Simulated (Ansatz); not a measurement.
`Cl[SiH2]S[SiH](Cl)Cl` + `N[SiH2]F` → `F[SiH2]N[SiH2]Cl` + `S[SiH](Cl)Cl`  (ligand exchange at the Si–S bond)

Gas-phase electronic energies from Ansatz, PBE0-D4/def2-TZVP geometries. CCSD(T)/CBS adds triple-zeta CCSD(T) − MP2 to the extrapolated MP2 energy (def2 sets, frozen cores). DFT in def2-TZVPP. B3LYP here is the variant with VWN-RPA as its local correlation; programs differ in this. One conformer a species, not always the lowest.

```
             level  ΔE (kJ/mol)
          B3LYP-D4          0.8
               PBE          3.4
            r2SCAN         -0.2
             B3LYP         -8.3
SCS-MP2/def2-TZVPP         -6.2
     HF/def2-QZVPP        -19.6
SCS-MP2/def2-QZVPP         -4.0
    CCSD/CBS(def2)         -4.6
```

**Question.** What does CCSD(T)/CBS give? (Estimate.)

**Answer.** Computed: -1.5 kJ/mol. The listed levels differ from it by 2.3, 4.9, 1.3, -6.8, -4.7, -18.1, -2.5, -3.1 kJ/mol.

Largest T1 diagnostic among the species: 0.011.

In def2-TZVPP, CCSD(T) changes the Hartree–Fock value by +12.0 kJ/mol (the triples alone add +3.1 kJ/mol) and MP2 by +17.7 kJ/mol. The D4 term adds +9.1 kJ/mol with B3LYP and +5.2 kJ/mol with PBE0; it sums over pairs of atoms, weighted by their polarisabilities, and B3LYP, whose exchange is more repulsive, gets the larger term.
